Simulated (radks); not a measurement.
Task: These are the eigenvalues of the occupied orbitals of an atom or ion with whole-number occupations (eV). Calculated with a radial shooting solver on a logarithmic mesh with Libxc functionals: Dirac Kohn-Sham, exchange-only B88, spin-unpolarised, spherical densities, point nucleus.

orbital  eigenvalue
1s1/2     -14167.54
2s1/2     -1874.581
2p1/2     -1695.366
2p3/2     -1641.493
3s1/2     -274.2096
3p1/2     -210.9478
3p3/2     -203.0204
3d3/2      -92.7071
3d5/2      -91.4027
4s1/2      -32.8475
4p1/2      -18.9427
4p3/2      -18.2269

Which element is it, and in what charge state? The configuration may be excited. Open shells, if any, fill j = l - 1/2 first.

Result: Z = 36, krypton, charge +1: Kr+ in [Ar] 3d10 4s2 4p5. The list shows which subshells hold electrons but not how many an open one holds; the 1s level, -520.65 hartree, gives Z - s = 32.3 by -(Z - s)^2/2, which with screening and relativity narrows Z to a few neighbours, and the depths of the outer levels then fix element, charge and occupations together.
